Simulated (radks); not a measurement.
Results of a calculation; reference values are marked as such.
O4+, configuration 1s1 2s2 2p1 (not the ground configuration). Level of theory: non-relativistic Kohn-Sham, B86b exchange with PBE correlation, spin-polarised, spherical densities, point nucleus; open shells are filled with parallel spins first (a radial shooting solver on a logarithmic mesh with Libxc functionals).

Radial electron density D(r) = 4 pi r^2 rho(r):

```
   r/bohr * D(r) (the largest magnitude, 4.88, reaches the edge; | marks zero)
 0.006908 |*
 0.007665 |*
 0.008437 | *
 0.009287 | *
  0.01022 | *
  0.01134 |  *
  0.01249 |  *
  0.01374 |   *
  0.01513 |    *
  0.01679 |     *
  0.01848 |      *
  0.02034 |       *
  0.02257 |         *
  0.02484 |          *
  0.02735 |            *
   0.0301 |              *
   0.0334 |                *
  0.03677 |                   *
  0.04047 |                      *
  0.04455 |                         *
  0.04943 |                             *
  0.05441 |                                *
   0.0599 |                                    *
  0.06593 |                                       *
  0.07316 |                                           *
  0.08053 |                                              *
  0.08864 |                                                 *
  0.09836 |                                                    *
   0.1083 |                                                     *
   0.1192 |                                                      *
   0.1312 |                                                      *
   0.1456 |                                                    *
   0.1602 |                                                  *
   0.1764 |                                               *
   0.1942 |                                          *
   0.2154 |                                     *
   0.2371 |                                 *
    0.261 |                             *
   0.2896 |                         *
   0.3188 |                       *
   0.3509 |                      *
   0.3863 |                       *
   0.4286 |                          *
   0.4718 |                              *
   0.5194 |                                 *
   0.5717 |                                     *
   0.6344 |                                        *
   0.6983 |                                         *
   0.7686 |                                        *
   0.8461 |                                     *
   0.9388 |                                *
    1.033 |                          *
    1.138 |                    *
    1.262 |              *
    1.389 |         *
    1.529 |     *
    1.684 |  *
    1.868 | *
    2.056 |*
    2.263 *
    2.491 *
    2.765 *
    3.043 *
```

D(r) has 2 maxima, at r = 0.122, 0.698 bohr, and minima at 0.345 bohr, inside which lie 1.08 electrons.
